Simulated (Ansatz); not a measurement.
A nudged elastic band was laid between two geometries of C2H6O2SSi (12 atoms, charge 0, multiplicity 1).

Computed with Ansatz 0.2.0, RKS B3LYP-D4/STO-3G.

```json
{
 "movable images": "5",
 "climbing image": "yes",
 "spring": "5.0 eV/Å²",
 "optimiser": "quadratic models (default)",
 "start path": "IDPP",
 "force threshold": "0.05 eV/Å",
 "iteration limit": "60",
 "end points": "relaxed"
}
```

First end point:

```xyz
12
Properties=species:S:1:pos:R:3
C 0.101 -1.785 1.070
C -0.561 -0.635 0.901
Si -0.093 0.646 -0.386
O 1.488 0.321 -0.961
O -1.053 0.594 -1.800
S -0.399 2.563 0.493
H 0.979 -2.047 0.461
H -0.184 -2.535 1.821
H -1.430 -0.438 1.545
H 2.067 0.247 -0.122
H -0.685 -0.208 -2.319
H -0.152 3.222 -0.670
```

Last end point:

```xyz
12
Properties=species:S:1:pos:R:3
C -0.039 -0.782 2.015
C -0.600 -0.857 0.803
Si -0.129 0.230 -0.637
O 0.794 -0.564 -1.846
O -1.581 0.620 -1.442
S 0.950 1.897 0.176
H 0.743 -0.047 2.253
H -0.328 -1.441 2.845
H -1.379 -1.615 0.639
H 1.647 -0.870 -1.373
H -1.283 0.988 -2.349
H 1.283 2.385 -1.050
```

Question: What changes between the two ends?

Answer: No bond is made or broken. The dihedral C1–C2–Si3–S6 goes from -142 to -17°.

Question: What energy profile does the band end with?

Answer: The run converged. The highest image is number 2 of 0 to 6, 2.3 kJ/mol above the first end and 4.8 kJ/mol above the last; the last end lies 2.6 kJ/mol below the first. A vibrational analysis at the climbing image gives 2 clearly imaginary modes (70i, 43i cm⁻¹): a point of higher order, so a lower path passes nearby. Limits of this set-up: minimal basis.

| image | path coordinate (Å) | energy (kJ/mol) | dihedral C1–C2–Si3–S6 (°) |
| --- | --- | --- | --- |
| 0 | 0.00 | 0.0 | -142 |
| 1 | 0.96 | 1.4 | -118 |
| 2 | 1.90 | 2.3 | -95 |
| 3 | 2.68 | 1.7 | -76 |
| 4 | 3.44 | 0.1 | -56 |
| 5 | 4.21 | -1.7 | -37 |
| 6 | 4.98 | -2.6 | -17 |

Question: What is the geometry of the highest image?

Answer: 
```xyz
12
Properties=species:S:1:pos:R:3:forces:R:3
C 0.219 -1.571 1.436 -0.01 0.00 0.01
C -0.634 -0.718 0.860 0.00 0.01 -0.01
Si -0.168 0.524 -0.462 0.00 0.00 0.00
O 1.133 -0.001 -1.443 0.00 0.00 0.00
O -1.438 0.694 -1.596 0.00 -0.01 0.00
S 0.216 2.367 0.558 0.00 0.00 0.00
H 1.286 -1.611 1.173 0.00 0.00 -0.01
H -0.089 -2.287 2.210 0.00 0.00 0.00
H -1.685 -0.743 1.183 0.00 0.00 0.00
H 1.869 -0.294 -0.798 0.00 0.01 0.00
H -0.973 0.510 -2.489 0.00 0.01 0.00
H 0.343 3.075 -0.597 0.00 0.00 0.00
```

The band took 16 iterations and about 4 core-minutes.

Run time: 3.6 min on 1 thread of Intel(R) Xeon(R) Platinum 8275CL CPU @ 3.00GHz (Skylake/Cascade Lake) (shared host), peak memory 0.15 GiB.
